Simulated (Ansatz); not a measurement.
Computed with Ansatz.

A structure relaxed at PBE0-D4/def2-TZVP, charge 0, multiplicity 1:

```
atom   x (Å)   y (Å)   z (Å)
  N1   0.565  -1.132   1.067
  B2   0.234   0.202   1.045
 Sn3  -0.655   0.803  -0.927
  F4  -0.607  -0.950  -1.770
 Cl5   0.828   2.072  -2.205
  H6   0.997  -1.580   1.861
  H7   0.410  -1.745   0.279
  H8   0.424   0.926   1.972
  H9  -2.196   1.406  -1.324
```

Q: Give its formula and SMILES.

A: BClFH4NSn, `N[BH][SnH]([F])[Cl]`.

Q: Summarise the bond lengths by kind.

A: 1 × B–N 1.375 Å; 2 × H–N 1.008 to 1.010 Å; 1 × B–Sn 2.245 Å; 1 × B–H 1.191 Å; 1 × F–Sn 1.946 Å; 1 × Cl–Sn 2.333 Å; 1 × H–Sn 1.702 Å.
